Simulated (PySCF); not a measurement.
# Working out the ionisation energy of Mg⁺

Mg⁺ [Ne] 3s1 (2S) → Mg²⁺ [Ne] (1S). Computed with PySCF 2.14 in def2-TZVPPD (5s5p3d, 35 functions), with the non-relativistic Hamiltonian (point nucleus). Frozen: 1s2. Energies in hartree (1 hartree = 27.21139 eV):

```
             part  Mg⁺ (lower)  Mg²⁺ (upper)
              UHF  -199.363696   -198.823029
MP2 opposite-spin    -0.115795     -0.112765
    MP2 same-spin    -0.045365     -0.042499
```

Q: What does Hartree-Fock give?

A: (-198.823029) − (-199.363696) = 0.540667 hartree = 14.712 eV.

Q: What do MP2 and SCS-MP2 (6/5 opposite-spin, 1/3 same-spin) give?

A: The opposite-spin parts differ by 0.082 eV and the same-spin parts by 0.078 eV. MP2: 14.712 + (0.082) + (0.078) = 14.872 eV. SCS-MP2: 14.712 + 1.2 × (0.082) + (0.078)/3 = 14.836 eV.

Measured between the centres of the two terms (NIST): 15.035 eV, so MP2 (valence and next inner shell) is off by -0.163 eV.

What remains against the reference includes basis incompleteness, the frozen core and correlation beyond second order.
